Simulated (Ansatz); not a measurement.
C$_{2}$H$_{8}$GeOS, SMILES `C[O][GeH]([CH3])[SH]`, relaxed with RKS PBE0-D4/def2-TZVP in the Gaussian-basis code of Ansatz from a GFN2-xTB geometry. The force threshold is 0.005 eV/Å; the program also tests the step.

The species carries charge 0 and has multiplicity 1.

Start:

```xyz
13

C    -0.612    1.408    1.617
O    -0.732    0.542    0.510
Ge    0.565    0.039   -0.589
C    -0.392   -1.195   -1.799
S     2.174   -0.924    0.618
H    -0.367    2.425    1.302
H     0.155    1.064    2.316
H    -1.579    1.414    2.123
H     1.201    1.268   -1.235
H    -0.929   -1.933   -1.209
H    -1.109   -0.645   -2.399
H     0.304   -1.705   -2.459
H     1.323   -1.758    1.202
```

```csv
step,energy (eV),largest force (eV/Å),largest move (Å)
1,-71592.9627,0.525,0.000
2,-71593.0089,0.258,0.193
3,-71593.0188,0.297,0.087
4 (rejected),-71593.0174,0.411,0.093
5,-71593.0238,0.075,0.046
6,-71593.0254,0.074,0.029
7,-71593.0260,0.031,0.032
8,-71593.0261,0.009,0.015
9,-71593.0261,0.007,0.004
10,-71593.0261,0.002,0.010
11,-71593.0261,0.002,0.007
```

End:

```xyz
13

C    -0.611    1.446    1.586
O    -0.868    0.534    0.546
Ge    0.464    0.033   -0.520
C    -0.353   -1.199   -1.767
S     2.092   -0.902    0.677
H    -0.269    2.418    1.205
H     0.144    1.067    2.285
H    -1.542    1.603    2.135
H     1.120    1.284   -1.138
H    -0.782   -2.038   -1.219
H    -1.148   -0.691   -2.314
H     0.392   -1.572   -2.470
H     1.361   -1.983    0.995
```

It took 49 s on 2 threads of an AMD EPYC 7R13 on a shared host and a share of an NVIDIA H100 80 GB, with 0.92 GiB of host memory at the peak.
